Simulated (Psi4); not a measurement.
Relaxed torsion scan: C10H7FS, SMILES Fc1ccccc1-c1cccs1. Scanned: dihedral C2–C7–C8–S12; all other coordinates were relaxed at GFN2-xTB. Points at φ and −φ are mirror images.

Geometry of the scan point at -120° (Å):
```
19

F      0.6301    -2.0199     0.7374
C      1.1841    -0.8692     0.2984
C      2.5587    -0.8016     0.1830
C      3.1392     0.3684    -0.2750
C      2.3421     1.4493    -0.6144
C      0.9677     1.3662    -0.4938
C      0.3584     0.2093    -0.0129
C     -1.0935     0.0944     0.0698
C     -1.8548    -0.2997     1.1295
C     -3.2319    -0.3626     0.8264
C     -3.4973    -0.0426    -0.4649
S     -2.0734     0.3510    -1.3427
H      3.1531    -1.6642     0.4407
H      4.2121     0.4312    -0.3717
H      2.7934     2.3593    -0.9794
H      0.3436     2.2043    -0.7662
H     -1.4433    -0.5219     2.0977
H     -3.9872    -0.6390     1.5400
H     -4.4445    -0.0146    -0.9658
```

Computed with Psi4 with PBE-D3(BJ)/def2-SVP // GFN2-xTB.

Scanned values (°): -150, -120, -90, -60, -30, 0, 30, 60, 90, 120, 150, 180.

Question: Locate the minima and the barriers on this grid.

Answer: Lower than their neighbours: 0° (2.0 kJ/mol), 180° (0.0 kJ/mol). Higher than their neighbours: -90° (17.2 kJ/mol), 90° (17.2 kJ/mol). The whole profile spans 17.2 kJ/mol.
